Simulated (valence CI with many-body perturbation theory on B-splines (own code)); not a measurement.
# Tc⁹⁺: one-electron terms

Computed by configuration interaction combined with many-body perturbation theory (CI+MBPT): six valence electrons over a frozen Dirac-Fock core [Ar] 3d10, a basis of 9 s, 9 p, 8 d, 6 f, 3 g, 1 h functions for each j, with the one-electron correlation potential Σ1, the two-electron term Σ2, the three-electron term Σ3, Breit, model QED; selected CI, second order for the rest, scaled by the run's own slope (own B-spline code, finite nucleus).

No measured spectrum was set against this ion. As an estimate, levels hold to about 250 cm⁻¹ or 0.2 % of their energy and the worst to 1 %, as in measured heavy ions of charge 2 to 7; those with d or f electrons hold less well. Among the levels kept, up to 1500 cm⁻¹ of a level comes from second order outside the variational space, and about a tenth of that is noise between levels of different J, which matters for small intervals.

These are the spectroscopic orbitals of the CI (the correlating ones are not listed), shaped by the core and the other valence electrons. h is the expectation value of the core's Dirac-Fock operator, without the valence repulsion; Σ1 is computed up to l = 3 at one energy for each symmetry, that of its lowest orbital but kept below the first core excitation, so for empty shells it is not the orbital's own correlation shift; Breit and QED include the response of the core.

| Orbital | h (hartree) | Σ1 (cm⁻¹) | Breit (cm⁻¹) | QED (cm⁻¹) | ⟨r⟩ (bohr) |
| --- | --- | --- | --- | --- | --- |
| 4s1/2 | -12.331 | -9949 | 826 | 655 | 0.9931 |
| 5s1/2 | -6.735 | -2646 | 280 | 221 | 1.918 |
| 6s1/2 | -4.2302 | -1109 | 126 | 100 | 3.159 |
| 7s1/2 | -2.9081 | -584 | 68.9 | 54.8 | 4.688 |
| 4p1/2 | -11.167 | -9042 | 1217 | -38.8 | 1.046 |
| 5p1/2 | -6.2003 | -2467 | 413 | -13.1 | 2.048 |
| 6p1/2 | -3.9549 | -1090 | 196 | -6.2 | 3.347 |
| 7p1/2 | -2.7474 | -590 | 110 | -3.5 | 4.938 |
| 4p3/2 | -10.996 | -8528 | 749 | 19.2 | 1.066 |
| 5p3/2 | -6.1286 | -2368 | 256 | 6.5 | 2.075 |
| 6p3/2 | -3.9184 | -1053 | 126 | 3.1 | 3.380 |
| 7p3/2 | -2.7263 | -572 | 70.7 | 1.8 | 4.978 |
| 4d3/2 | -9.0738 | -6802 | 297 | -31.0 | 1.195 |
| 5d3/2 | -5.2441 | -2079 | 110 | -11.2 | 2.359 |
| 6d3/2 | -3.4579 | -1021 | 57.8 | -5.8 | 3.777 |
| 4d5/2 | -9.0426 | -6689 | 137 | -17.7 | 1.201 |
| 5d5/2 | -5.2309 | -2054 | 50.1 | -6.4 | 2.366 |
| 6d5/2 | -3.4509 | -1010 | 26.5 | -3.3 | 3.786 |
| 4f5/2 | -6.9806 | -4183 | 16.3 | -3.9 | 1.454 |
| 5f5/2 | -4.3566 | -1756 | 9.9 | -2.3 | 2.759 |
| 4f7/2 | -6.9792 | -4153 | -13.2 | -2.5 | 1.455 |
| 5f7/2 | -4.3557 | -1740 | -7.8 | -1.6 | 2.760 |
| 5g7/2 | -4.0541 |  | -0.1 | -0.2 | 2.690 |
| 5g9/2 | -4.0539 |  | -0.3 | 0.1 | 2.690 |

Among the shells of the start configuration 4s2 4p4, Σ1 is largest in size for 4s1/2, where it is 0.37 % of h.

Lowest root of each symmetry, sizes in configuration state functions:

```json
{"J": "0", "Parity": "even", "Roots": "3", "Reference": "27", "Variational": "51593", "Second order": "1639360", "Change by selected CI (cm⁻¹)": "-18288", "Change by second order (cm⁻¹)": "-81"}
{"J": "1", "Parity": "even", "Roots": "2", "Reference": "52", "Variational": "54410", "Second order": "5153013", "Change by selected CI (cm⁻¹)": "-17603", "Change by second order (cm⁻¹)": "-224"}
{"J": "2", "Parity": "even", "Roots": "3", "Reference": "70", "Variational": "53018", "Second order": "7957026", "Change by selected CI (cm⁻¹)": "-17702", "Change by second order (cm⁻¹)": "-278"}
{"J": "0", "Parity": "odd", "Roots": "5", "Reference": "30", "Variational": "60341", "Second order": "2396575", "Change by selected CI (cm⁻¹)": "-17179", "Change by second order (cm⁻¹)": "-88"}
{"J": "1", "Parity": "odd", "Roots": "10", "Reference": "78", "Variational": "59704", "Second order": "4192220", "Change by selected CI (cm⁻¹)": "-17049", "Change by second order (cm⁻¹)": "-414"}
{"J": "2", "Parity": "odd", "Roots": "10", "Reference": "95", "Variational": "55183", "Second order": "7201818", "Change by selected CI (cm⁻¹)": "-16223", "Change by second order (cm⁻¹)": "-936"}
{"J": "3", "Parity": "odd", "Roots": "9", "Reference": "84", "Variational": "52969", "Second order": "7502030", "Change by selected CI (cm⁻¹)": "-20681", "Change by second order (cm⁻¹)": "-1222"}
{"J": "4", "Parity": "odd", "Roots": "5", "Reference": "56", "Variational": "53563", "Second order": "12765743", "Change by selected CI (cm⁻¹)": "-20828", "Change by second order (cm⁻¹)": "-1011"}
{"J": "5", "Parity": "odd", "Roots": "1", "Reference": "28", "Variational": "54078", "Second order": "7295558", "Change by selected CI (cm⁻¹)": "-27579", "Change by second order (cm⁻¹)": "-825"}
```
